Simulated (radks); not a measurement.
Results of a calculation; reference values are marked as such.
All-electron atom: O in [He] 2s2 2p4. Code: a radial shooting solver on a logarithmic mesh with Libxc functionals. Model: non-relativistic Kohn-Sham, LDA (Slater exchange, Perdew-Wang correlation), spin-polarised, spherical densities, point nucleus; open shells are filled with parallel spins first. Some entries of the table are withheld. Estimate them.

orbital  occ.  eigenvalue (eV)  <r^2> (bohr^2)
1s up       1        -510.6712         0.05466
1s down     1        -509.2214         0.05436
2s up       1         -24.9052           1.572
2s down     1         -21.8152           1.674
2p up       3         -10.3632             (1)
2p down     1          -7.4135             (2)

Answer. 
(1) 2p up <r^2> (bohr^2): 1.995
(2) 2p down <r^2> (bohr^2): 2.415
